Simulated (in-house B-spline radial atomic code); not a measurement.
A run on Ca II (Ca+) (an excited or competing configuration) that did not converge. Method: scalar-relativistic (X2C) wB97X, spin-polarised, spherical fractional occupations, Fermi nucleus of rms radius 3.4776 fm; computed with a B-spline radial code for spherical atoms. In the input, 2p2,3 would mean two up and three down electrons.

Command:
```bash
python run_scf.py task.json out
```
Settings (nuclear radius in fm, mass in u):
```
Z                20
configuration    1s2 2s2 2p6 3s2 3p6 5d1,0
hamiltonian      x2c
method           wb97x
spin_polarised   True
nucleus          fermi
rms_radius       3.4776
atomic_mass      39.96259
speed_of_light   137.035999084
```

First and last ten iterations of the last attempt (damped for 15 steps, keeping 80 % of the old Fock matrix, then DIIS):
```
 iter        energy (Eh)    residual
    1        -675.624760    2.78e-01
    2        -679.236284    1.51e-01
    3        -679.541848    1.10e-01
    4        -679.710301    8.07e-02
    5        -679.801793    5.89e-02
    6        -679.850918    4.30e-02
    7        -679.877211    3.14e-02
    8        -679.891321    2.30e-02
    9        -679.898984    1.69e-02
   10        -679.903196    1.24e-02
  111        -679.908414    1.87e-04
  112        -679.908085    4.14e-03
  113        -679.908435    2.23e-04
  114        -679.908444    2.20e-04
  115        -679.908461    2.79e-04
  116        -679.908464    3.44e-04
  117        -679.908434    1.55e-04
  118        -679.908433    1.43e-04
  119        -679.908434    1.60e-04
  120        -679.908444    2.95e-04
 not converged after 120 iterations
```

The smallest residual met was 1.4e-04; the threshold is about 2e-07. No energy from this run should be used. Run time, properties included: 12 s on 1 thread of Arm Neoverse V1, with other jobs on the host.
